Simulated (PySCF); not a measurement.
## Rotational lines of SiBr⁺

Lines J+1 ← J of the vibrational ground state, computed from RHF-CCSD(T) constants of SiBr⁺, ¹Σ⁺ (singlet), closed shell (basis Si def2-SVP, Br def2-SVP; no relativity; PySCF 2.14; masses 27.9769 and 78.9183 u), in MHz:

```json
{"J": "0", "ν (MHz)": "10815.1"}
{"J": "1", "ν (MHz)": "21630.1"}
{"J": "2", "ν (MHz)": "32445.0"}
{"J": "3", "ν (MHz)": "43259.8"}
{"J": "4", "ν (MHz)": "54074.3"}
```

Task: Find B0 and the effective bond length r0; with αe = 0.000767 cm⁻¹, find Re.

Result: ν = 2B0(J+1) − 4D(J+1)³ gives B0 = 0.18038 cm⁻¹. With the reduced mass μred = 20.655 u, r0 = √(16.8576/(μred·B0)) (u, cm⁻¹, Å) = 2.1271 Å. Be = B0 + αe/2 = 0.18076 cm⁻¹ gives Re = 2.125 Å.

Correlated steps freeze 14 core orbitals. Correlated levels converge slowly with the basis: in double zeta they bind strong bonds too weakly, by up to about 1 eV, and carry superposition errors of some tenths. For an ion De counts to the pair picked by the measured ionisation energies or electron affinities, which need not be the lowest pair at this level. Where the molecule has an RHF reference, its open-shell atoms are computed with UHF.
